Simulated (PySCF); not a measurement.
Y(OH)3 (H₃O₃Y), SMILES [OH][Y]([OH])[OH].

Geometry optimised at PBE0-D3(BJ)/def2-SVP. The def2 effective core potentials stand for the cores of Y; spin–orbit coupling is left out. One conformer was computed; it need not be the lowest.

Two levels are set side by side: TDDFT-PBE/def2-SVPD (PySCF) and TDDFT-LC-ωPBE/def2-SVPD (PySCF). Vertical, same geometry. The lowest singlet is HOMO→LUMO 100 % with PBE and HOMO→LUMO 85 % with the other functional; states are paired by order. Differences are taken from unrounded values.

```
quantity                               TDDFT-PBE
-------------------------------------  ---------
lowest singlet excitation (eV)              4.25
lowest triplet excitation (TDA) (eV)        4.23
first bright state (f over 0.05) (eV)       4.53
its oscillator strength                     0.06
```

These are the TDDFT-PBE values. What does TDDFT-LC-ωPBE give? (The exact figures need the calculation; the answer reports its results.)


```json
[
 {"quantity": "lowest singlet excitation (eV)", "TDDFT-LC-ωPBE": "6.21", "TDDFT-PBE minus TDDFT-LC-ωPBE": "-1.96"},
 {"quantity": "lowest triplet excitation (TDA) (eV)", "TDDFT-LC-ωPBE": "6.15", "TDDFT-PBE minus TDDFT-LC-ωPBE": "-1.92"},
 {"quantity": "first bright state (f over 0.05) (eV)", "TDDFT-LC-ωPBE": "6.44", "TDDFT-PBE minus TDDFT-LC-ωPBE": "-1.91"},
 {"quantity": "its oscillator strength", "TDDFT-LC-ωPBE": "0.14", "TDDFT-PBE minus TDDFT-LC-ωPBE": "-0.08"}
]
```

Functionals without exact exchange tend to place singlet excitations lower, as here. Differences between two approximate levels are no errors against the true value.

Rough cost on one machine, each run with all the roots and properties that it gave: TDDFT-LC-ωPBE against TDDFT-PBE about 10 times.
